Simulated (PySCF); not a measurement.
[Sm(SH)3]−: from a saddle point downhill

PySCF 2.14.0, RKS PBE0, Sm lcecp-0-SVP with ECP52, S def2-SVP, H def2-SVP; non-relativistic Hamiltonian with scalar-relativistic core potentials where named; density fitting; no spin-orbit coupling. Relaxed within the symmetry of its start, the geometry (C3v) is

```xyz
7

Sm    0.0000    0.0000   -0.0603
S     2.8829    0.0000    0.0512
H     2.9155    0.0000    1.4048
S    -1.4414    2.4967    0.0512
H    -1.4577    2.5249    1.4048
S    -1.4415   -2.4967    0.0512
H    -1.4578   -2.5249    1.4048
```

and its lowest harmonic modes are -204, -198, -198, 38, 59, 59 cm⁻¹ (negative: unstable). It was moved along the lowest mode and relaxed again, within the group C3 that the move left.

(1) Where does it end, and how much lower?

(2) How do the contacts change?

(3) Is the end a minimum?

An lcecp potential fixes the number of 4f electrons, so in runs with it no electron can move into or out of that shell.

State: singlet in the valence, with the 4f electrons in the core potential.

Answers

(1) In C3h, 0.268 eV lower, after 31 steps:
```xyz
7

Sm    0.0000    0.0000    0.6227
S     2.8170   -0.5162    0.6243
H     3.1297    0.8004    0.6040
S    -0.9614    2.6977    0.6243
H    -2.2580    2.3102    0.6040
S    -1.8556   -2.1815    0.6243
H    -0.8717   -3.1106    0.6040
```

(2) 
```tsv
contact	saddle (Å)	end (Å)
Sm1–S2 (SH)	2.885	2.864
Sm1–S4 (SH)	2.885	2.864
Sm1–S6 (SH)	2.885	2.864
```


(3) Yes; lowest modes 42, 50, 50, 108, 125, 125 cm⁻¹.
